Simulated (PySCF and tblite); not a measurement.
C₆H₉F₃O, numbered as in [F:1][C:2]([F:3])([F:4])[CH:5]1[CH2:6][CH2:7][O:8][CH2:9][CH2:10]1.

Geometries PBE0-D3(BJ)/def2-SVP; weights from PBE0-D3(BJ)/def2-SVPD energies and GFN2-xTB thermal corrections, with symmetry numbers and mirror pairs. Conformers within 4 kcal/mol (GFN2-xTB free energy) were kept, 5 at most. Couplings: B3LYP/pcSseg-1 with pcJ-1 on H, F (gas phase; spin-dipole term only for pairs with B, N, F, Si or P). Couplings are for ¹⁹F, ¹H. Of two unlike H on one atom, a is the less shielded (PBE0/pcSseg-1). (PySCF 2.14, tblite 0.8.)

The 6-ring runs over atoms 5–6–7–8–9–10. Of a mirror pair one member is shown.

```csv
conformer,shape,weight %
1,6-ring chair (all substituents equatorial),98.9
2,6-ring chair (C2 axial),1.0
3,"6-ring twist-boat (ring torsions 30, -71, 39, 26, -62, 33°)",0.0
```

Question: Give the couplings in each conformer and the averages at 298.15 K (pairs that fast motion interchanges averaged).

Answer: 
```json
{"coupling": "³J(F1,H5)", "pairs": "3", "1": "7.5", "2": "11.6", "3": "8.0", "average (Hz)": "7.6"}
{"coupling": "⁵J(F1,H7a)", "pairs": "6", "1": "0.7", "2": "3.3", "3": "0.2", "average (Hz)": "0.8"}
{"coupling": "⁵J(F1,H7b)", "pairs": "6", "1": "0.7", "2": "1.4", "3": "0.4", "average (Hz)": "0.7"}
{"coupling": "³J(H5,H6b)", "pairs": "2", "1": "4.3", "2": "7.4", "3": "6.5", "average (Hz)": "4.4"}
{"coupling": "³J(H5,H6a)", "pairs": "2", "1": "13.5", "2": "1.7", "3": "13.6", "average (Hz)": "13.3"}
{"coupling": "⁴J(H5,H7a)", "pairs": "2", "1": "-0.5", "2": "-0.9", "3": "-0.5", "average (Hz)": "-0.5"}
{"coupling": "²J(H6b,H6a)", "pairs": "2", "1": "-14.5", "2": "-15.9", "3": "-14.6", "average (Hz)": "-14.5"}
{"coupling": "³J(H6b,H7a)", "pairs": "2", "1": "1.9", "2": "14.4", "3": "6.3", "average (Hz)": "2.0"}
{"coupling": "³J(H6b,H7b)", "pairs": "2", "1": "2.5", "2": "6.4", "3": "10.4", "average (Hz)": "2.6"}
{"coupling": "⁴J(H6b,H10a)", "pairs": "2", "1": "-0.6", "2": "-0.5", "3": "-0.6", "average (Hz)": "-0.6"}
{"coupling": "⁴J(H6b,H10b)", "pairs": "1", "1": "1.9", "2": "0.0", "3": "1.4", "average (Hz)": "1.9"}
{"coupling": "³J(H6a,H7a)", "pairs": "2", "1": "5.5", "2": "2.7", "3": "9.3", "average (Hz)": "5.4"}
{"coupling": "³J(H6a,H7b)", "pairs": "2", "1": "13.3", "2": "1.6", "3": "6.5", "average (Hz)": "13.2"}
{"coupling": "²J(H7a,H7b)", "pairs": "2", "1": "-13.2", "2": "-13.4", "3": "-12.8", "average (Hz)": "-13.2"}
{"coupling": "⁴J(H7a,H9b)", "pairs": "2", "1": "-0.8", "2": "-0.7", "3": "-0.8", "average (Hz)": "-0.8"}
```

Computed couplings to fluorine can be off by tens of per cent at such levels.

F–F couplings are left out: such levels miss them by tens of Hz and can give the wrong sign.
